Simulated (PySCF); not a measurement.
**Excitation energy of W²⁺ by level of theory**

W²⁺ [Xe] 4f14 5d4 (5D) → W²⁺ [Xe] 4f14 5d3 6s1 (5F), as a difference of total energies. Computed with PySCF 2.14 in aug-cc-pVTZ-PP with ECP60MDF (6s6p5d3f2g, 88 functions), with scalar relativity through the core potential. Correlated levels: valence: 5s2 5p6 frozen. The calculations carry no spin-orbit coupling.

```tsv
method	excitation energy (eV)
UHF	1.269
MP2 (valence)	1.377
SCS-MP2 (valence)	1.305
CCSD (valence)	1.371
CCSD(T) (valence)	1.371
```

Question: How much does correlation contribute at CCSD(T) (valence)?

Answer: 1.371 − (1.269) = 0.102 eV, measured against UHF.
